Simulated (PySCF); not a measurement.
Dipole response of Sc²⁺ (scandium, charge +2)

[Ar] 3d1, 2D determinant. All numbers are calculated (PySCF 2.14, scalar relativity by spin-free X2C-1e, in x2c-QZVPPall with one added diffuse shell each of s, p, d, f, g type (12s8p6d4f3g, 121 functions)). Coupled (time-dependent) response in atomic units; α is the mean over directions.

```json
{"method": "PBE0", "mean α (bohr³)": "4.876", "α xx, yy, zz": "5.722, 5.722, 3.184", "C₆ (like pair)": "14.33", "S(−4)": "25.98"}
```

S(−4) is the Cauchy moment in α(ω) = α(0) + S(−4) ω² + …

α(iu) at PBE0:

```csv
u (hartree),α(iu) (bohr³)
0,4.876
0.0500,4.813
0.100,4.647
0.200,4.189
0.300,3.759
0.500,3.117
0.750,2.546
1.00,2.105
1.50,1.466
2.00,1.053
3.00,0.6003
5.00,0.2656
```

For an ion, C₆ is the dispersion term alone; charge-induced terms of lower order in 1/R come first.

The components differ because the open shell of this determinant is not spherical; for a pure term their mean is the scalar polarisability.
